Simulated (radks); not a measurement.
Fractional charge and spin in the 6s shell of samarium: the spin-up occupation runs from 0 to 1 and the spin-down occupation from 0 to 1; the fullest corner is Sm, [Xe] 4f(up 3, down 3) 6s(up 1, down 1). Method: scalar-relativistic Kohn-Sham, r2SCAN, spin-polarised, spherical densities, finite nucleus; meta-GGA in the generalised Kohn-Sham scheme; Fermi nuclear charge, rms radius of each element as measured or else 0.836 A^(1/3) + 0.57 fm; computed with a radial shooting solver on a logarithmic mesh with Libxc functionals. Energy (eV) minus the two flat planes that join the four corners (they meet along the diagonal where the two added fractions sum to one electron); zero is where a piecewise linear energy would lie.

down \ up       0    0.25     0.5    0.75       1
0           0.000  -0.357  -0.501  -0.391   0.000
0.25       -0.357  -0.363  -0.156   0.301  -0.332
0.5        -0.501  -0.156   0.400  -0.159  -0.455
0.75       -0.391   0.301  -0.159  -0.380  -0.349
1           0.000  -0.332  -0.455  -0.349   0.000

Corners above the fullest one (they belong to Sm+ and the next ion): (up 1, down 0) 5.539 eV, (up 0, down 1) 5.539 eV, (up 0, down 0) 16.519 eV. With half an added electron in each spin the energy lies 0.400 eV from the planes, and with half an added electron in spin up alone -0.501 eV. The planes are only a guide here: the flat-plane condition holds for ground states with one frontier orbital, while this shell lies below other occupied shells, so the corners above the fullest one are inner-hole states and not the ground states of those ions.
